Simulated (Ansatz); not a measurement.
Consider the hydrogenolysis of the In–N bond: `C[NH][In]([Cl])[Cl]` + H₂ → `[Cl][InH][Cl]` + CH₃NH₂.

Program: Ansatz. Geometries: PBE0-D4/def2-TZVP. ΔE: electronic, gas phase. CCSD(T)/CBS adds triple-zeta CCSD(T) − MP2 to the extrapolated MP2 energy (def2 sets, frozen cores). This one scheme is used for every species. Functionals use def2-TZVPP. HSE06 is defined as in plane-wave codes. def2 core potentials past Kr. For In outer-core shells are correlated without core-valence functions, which leaves a few kJ/mol of doubt a bond. Each species was taken in one conformer, which may not be the lowest.

`C[NH][In]([Cl])[Cl]`:

```xyz
9

C    -0.367   -1.307    0.388
N    -0.142    0.094    0.678
In    0.493    1.440   -0.639
Cl    1.431    0.722   -2.624
Cl    0.502    3.701   -0.184
H    -0.059   -1.932    1.234
H     0.232   -1.615   -0.471
H    -1.414   -1.542    0.159
H    -0.677    0.439    1.460
```

H₂:

Z-matrix (Å, degrees):
```
H
H 1 0.746
```

`[Cl][InH][Cl]`:

Cartesian coordinates in Å:
```
Cl 0.037 -1.971 -0.964
In 0.084 0.022 0.207
Cl -0.838 1.758 -1.011
H 0.718 0.190 1.768
```

CH₃NH₂:

Cartesian coordinates in Å:
```
C -0.104 -0.063 -0.555
N 0.458 0.189 0.761
H -1.150 -0.402 -0.564
H 0.496 -0.820 -1.066
H -0.045 0.848 -1.154
H 0.422 -0.648 1.330
H -0.078 0.895 1.248
```

```json
{"level": "LDA (SPW92)", "ΔE (kJ/mol)": "-22.3", "difference from CCSD(T)/CBS": "-13.3"}
{"level": "B97M-V", "ΔE (kJ/mol)": "-31.6", "difference from CCSD(T)/CBS": "-22.6"}
{"level": "r2SCAN0-D4", "ΔE (kJ/mol)": "-24.0", "difference from CCSD(T)/CBS": "-15.0"}
{"level": "PBE-QIDH", "ΔE (kJ/mol)": "-20.8", "difference from CCSD(T)/CBS": "-11.8"}
{"level": "r2SCAN", "ΔE (kJ/mol)": "-19.9", "difference from CCSD(T)/CBS": "-10.9"}
{"level": "HSE06", "ΔE (kJ/mol)": "-29.9", "difference from CCSD(T)/CBS": "-20.9"}
{"level": "LC-ωPBE", "ΔE (kJ/mol)": "-26.7", "difference from CCSD(T)/CBS": "-17.7"}
{"level": "HF/def2-SVP", "ΔE (kJ/mol)": "-49.1", "difference from CCSD(T)/CBS": "-40.1"}
{"level": "MP2/def2-SVP", "ΔE (kJ/mol)": "-8.7", "difference from CCSD(T)/CBS": "0.3"}
{"level": "CCSD(T)/def2-SVP", "ΔE (kJ/mol)": "-17.5", "difference from CCSD(T)/CBS": "-8.5"}
{"level": "MP2/def2-TZVPP", "ΔE (kJ/mol)": "-3.7", "difference from CCSD(T)/CBS": "5.3"}
{"level": "SCS-MP2/def2-TZVPP", "ΔE (kJ/mol)": "-10.0", "difference from CCSD(T)/CBS": "-1.0"}
{"level": "CCSD(T)/def2-TZVPP", "ΔE (kJ/mol)": "-13.7", "difference from CCSD(T)/CBS": "-4.7"}
{"level": "HF/def2-QZVPP", "ΔE (kJ/mol)": "-43.6", "difference from CCSD(T)/CBS": "-34.6"}
{"level": "MP2/def2-QZVPP", "ΔE (kJ/mol)": "-0.9", "difference from CCSD(T)/CBS": "8.1"}
{"level": "SCS-MP2/def2-QZVPP", "ΔE (kJ/mol)": "-7.5", "difference from CCSD(T)/CBS": "1.5"}
{"level": "CCSD(T)/CBS", "ΔE (kJ/mol)": "-9.0", "difference from CCSD(T)/CBS": "0"}
```

Task: What do rigid-rotor, harmonic-oscillator terms from PBE0-D4/def2-TZVP frequencies (298.15 K, 1 bar) make of the CCSD(T)/CBS value? (Best estimate.)

Result: Ansatz gave: ΔZPE = +17.2 kJ/mol, ΔH = +1.9 kJ/mol, ΔS = 26 J/(mol·K), ΔG = -5.7 kJ/mol.

Largest T1 diagnostic among the species: 0.013.

At CCSD(T), def2-SVP lies −8.5 kJ/mol from the extrapolated value and def2-TZVPP −4.7 kJ/mol. From BLYP to BHLYP (50 % exact exchange), in def2-TZVPP and without D4, ΔE moves by −9.3 kJ/mol. The D4 term adds +10.5 kJ/mol with B3LYP and +6.0 kJ/mol with PBE0; it sums over pairs of atoms, weighted by their polarisabilities, and B3LYP, whose exchange is more repulsive, gets the larger term.

B3LYP here is the variant with VWN-RPA as its local correlation; programs differ in this.
